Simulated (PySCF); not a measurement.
SMILES N[SiH2]C#C[Si](O)(O)O (C₂H₇NO₃Si₂) at its GFN2-xTB optimised geometry (Å):

```
15

Si    -1.5892    -3.3474    -3.9484
O     -0.3948    -3.4878    -5.0425
O     -2.0852    -4.8378    -3.5298
O     -2.8372    -2.5665    -4.6398
C     -0.9920    -2.4152    -2.4543
C     -0.5982    -1.8155    -1.4797
Si    -0.0152    -0.8518     0.0000
N     -0.4766     0.8114     0.0000
H     -0.1703    -2.7369    -5.5823
H     -1.4336    -5.5076    -3.3497
H     -3.7045    -2.6577    -4.2589
H      1.4492    -0.8518     0.0000
H     -0.6314    -1.4292     1.1964
H     -1.4492     1.0449     0.1186
H     -0.0642     1.4292    -0.6804
```

Computed with CAM-B3LYP/def2-TZVP (PySCF 2.14.0). Cells within 0.4 Å of a nucleus heavier than hydrogen are left out (blank, or x).

Map of the log10 of the electron density (e/bohr³), floored at −4 on the plane z = 0.0 Å:

```
|00000000000000000000000000000|
|00000000000000000000000000000|
|00000000000111110000000000000|
|00000000112222221100000000000|
|00000012223333332210000000000|
|00001123344444443321000000000|
|00001234455566554432100000000|
|00012345666677665432100000000|
|00023456777888776542100000000|
|00123467888999876543210000000|
|00123467899xxx986543211000000|
|00123467889xxx986543322100000|
|000234567889xx876554333210000|
|00012345678899876655443321000|
|00012344567888876666554432100|
|00001234566778877777665432100|
|00001234456789x97778776543210|
|0000123345679xxx8888876543210|
|0000123445678xxx8888876543210|
|00001234456779x97777776543200|
|00001234456677776777665432100|
|00001233456666666666554332100|
|00001223455566655555443321000|
|00001123345555554444332210000|
|00000122334444443333221100000|
|00000112233343333222111000000|
|00000011223333322111000000000|
|00000001122222211100000000000|
|00000000111111110000000000000|
```
Scale: ten equal steps from -4.00 (start of '0') to -0.162 (end of '9'), in the order '0123456789'; x runs from -3.50 to 3.50, y from -3.50 (bottom) to 3.50 (top).
